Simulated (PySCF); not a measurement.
Molecule: SMILES CCc1cnnc(C)n1, C₆H₉N₃.

Bonds (- single, = double, # triple, : aromatic): C1-C2, C2-C3, C3:C4, C4:N5, N5:N6, N6:C7, C7-C8, C7:N9, N9:C3. C1 carries H10, H11, H12; C2 carries H13, H14; C4 carries H15; C8 carries H16, H17, H18.

Frames of a GFN2-xTB Langevin trajectory at 400 K; GIAO PBE0/pcSseg-1 shieldings in PySCF 2.14.0 with density-fitted response routines, gas phase, non-relativistic; equivalent atoms averaged within each frame.

Referencing at the same level of theory: ¹³C (σref 186.93), ¹H (σref 31.72) vs TMS; ¹⁵N (σref 267.73) vs NH3. The references are static minima.

**Question.** How do the shifts (ppm) fluctuate along the trajectory?

**Answer.** 
```
         time (fs)     C7     C3     C4    C2    C8    C1     N5     N6     N9    H15
optimised geometry  172.2  168.2  153.5  34.2  27.1  19.3  493.7  423.4  323.8   9.46
               250  167.2  164.3  162.9  33.4  31.0  11.5  522.1  421.8  323.1  10.23
               425  171.7  170.5  157.2  32.4  28.4  15.3  505.0  435.7  318.0   9.54
               625  175.1  157.6  142.1  27.4  26.5  13.3  476.2  431.8  335.7   8.61
               800  172.3  174.6  161.9  31.6  27.9  22.5  532.7  434.5  316.4   9.88
              1000  167.0  167.5  153.8  39.6  24.7  25.5  471.9  413.3  321.5   9.23
    mean of frames  170.6  166.9  155.6  32.9  27.7  17.6  501.6  427.4  322.9   9.50
standard deviation    3.5    6.4    8.4   4.4   2.3   6.1   27.1    9.6    7.6   0.62
```

5 frames give an uncertainty of the mean of about the standard deviation over 2.2 at best, since frames this close in time may not be independent; classical motion lacks zero-point vibration, and the reference would need the same averaging.
